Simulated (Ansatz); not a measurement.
`CCB(F)F` and `FB(F)C[SiH3]` differ in one atom or group.

Ansatz, PBE0-D4/def2-TZVP geometries, multiplicity 1. Each molecule was computed in one conformer, which needn't be the lowest.

```tsv
property	`CCB(F)F`
HOMO–LUMO gap (PBE/def2-TZVPP) / eV	7.23
size of the dipole moment (PBE/def2-TZVPP) / D	1.59
HOMO energy (B3LYP/def2-TZVPP) / eV	-9.23
size of the dipole moment (ωB97M-V/def2-TZVPP) / D	1.66
HOMO energy (ωB97M-V/def2-TZVPP) / eV	-11.76
LUMO energy (PBE0/def2-TZVPP) / eV	0.39
```

(1) Give the same properties after the change, and the shifts. (Best estimate.)

## Answers

(1) Computed: 
| property | `FB(F)C[SiH3]` | shift |
| --- | --- | --- |
| HOMO–LUMO gap (PBE/def2-TZVPP) / eV | 7.11 | -0.12 |
| size of the dipole moment (PBE/def2-TZVPP) / D | 1.64 | 0.05 |
| HOMO energy (B3LYP/def2-TZVPP) / eV | -9.28 | -0.05 |
| size of the dipole moment (ωB97M-V/def2-TZVPP) / D | 1.70 | 0.04 |
| HOMO energy (ωB97M-V/def2-TZVPP) / eV | -11.74 | 0.02 |
| LUMO energy (PBE0/def2-TZVPP) / eV | -0.01 | -0.40 |

With PBE0 the HOMO falls by 0.07 eV and the LUMO falls by 0.40 eV, so the gap narrows by about 0.33 eV. PBE moves the HOMO by -0.19 eV and ωB97M-V by 0.02 eV. Dipoles are sizes alone; their direction can turn.

B3LYP here is the variant with VWN-RPA as its local correlation; programs differ in this.
